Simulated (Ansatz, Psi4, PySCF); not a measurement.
H$_{2}$Si, triplet, at a GFN2-xTB geometry. Base run: CCSD(T)/def2-SVPD (PySCF).

The PySCF input:
```python
from pyscf import gto, scf, cc

mol = gto.M(
    atom='''
Si   -0.001662    0.085384    0.004957
H    -1.257618   -0.625119    0.012335
H     1.280882   -0.570254   -0.081733
''',
    basis='def2-svpd',
    charge=0,
    spin=2,
    verbose=4,
)

mf = scf.UHF(mol)
mf.kernel()

mycc = cc.CCSD(mf)
mycc.kernel()
et = mycc.ccsd_t()
print('E(CCSD(T)) = %.10f' % (mycc.e_tot + et))
```

The same geometry, method and basis name were run in Ansatz (a quantum-chemistry and plane-wave program) and Psi4 and PySCF, at each program's defaults and at the settings that a row names. The base is PySCF at its defaults. Differences at the defaults can come from grids, fitting, cores and function types together.

```
code and settings                                                                 ΔE vs base (mEh)  basis functions      E (Eh)  SCF cycles
--------------------------------------------------------------------------------  ----------------  ---------------  ----------  ----------
PySCF, defaults (exact integrals, spherical functions, all electrons correlated)             0.000               40  -290.02809          10
Psi4, defaults (exact integrals, spherical functions, all electrons correlated)              0.000               40  -290.02809          12
Ansatz, defaults (factorised integrals, spherical functions, frozen core)                    9.003               40  -290.01909           -
PySCF, frozen core                                                                           9.003               40  -290.01909          10
Psi4, exact integrals, spherical functions, frozen core                                      9.003               40  -290.01909          12
Ansatz, high accuracy, frozen core                                                           9.003               40  -290.01909           -
```

Open shells are given as the SCF converged; they aren't shown to be the lowest states, and a large step between rows can be another state.
